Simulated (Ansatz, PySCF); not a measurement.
Process, species as SMILES: NB(N)F → N[B]F + [NH2] (NH2) (the B-N bond at the site shown breaks; other sites are not compared here)
Structures are relaxed separately at B3LYP-D3(BJ)/def2-TZVP in Ansatz (a quantum-chemistry and plane-wave program), one conformer each, not searched for the lowest. Frequencies are from Ansatz or PySCF.
Geometry of the first species:
```
B
F 1 1.3555
N 1 1.4116 2 117.61
H 3 1.0033 1 124.27 2 180.00
H 3 1.0042 4 114.36 1 180.00
N 1 1.4116 2 117.61 3 180.00
H 6 1.0033 1 124.27 2 180.00
H 6 1.0042 7 114.36 1 180.00
```

Wanted: bond dissociation energy (enthalpy at 298 K, with B3LYP-D3(BJ) rigid-rotor harmonic-oscillator terms), in kcal/mol. Cores are frozen in the correlated levels unless marked. Open shells are spin-unrestricted. No spin-orbit coupling. No relativistic terms. CBS(X,Y): correlation extrapolated as X^-3; Hartree-Fock from the larger set.

| level | program | bond dissociation energy (kcal/mol) |
|---|---|---|
| PBE/def2-TZVPD | Ansatz | 125.2 |
| B3LYP-D4/def2-TZVPD | Ansatz + dftd4 | 125.5 |
| BHLYP-D3(BJ)/def2-TZVPD | Ansatz + dftd3 | 124.9 |
| r2SCANh-D4/def2-TZVPD | Ansatz + dftd4 | 122.7 |
| CAM-B3LYP-D3(BJ)/def2-TZVPD | Ansatz + dftd3 | 128.2 |
| B2GP-PLYP/def2-TZVPD | Ansatz | 128.0 |
| B2PLYP/def2-TZVPD | Ansatz | 126.7 |

Problem. What does CCSD(T)/CBS(cc-pVTZ,cc-pVQZ) (Ansatz) give?

Solution. 130.4 kcal/mol
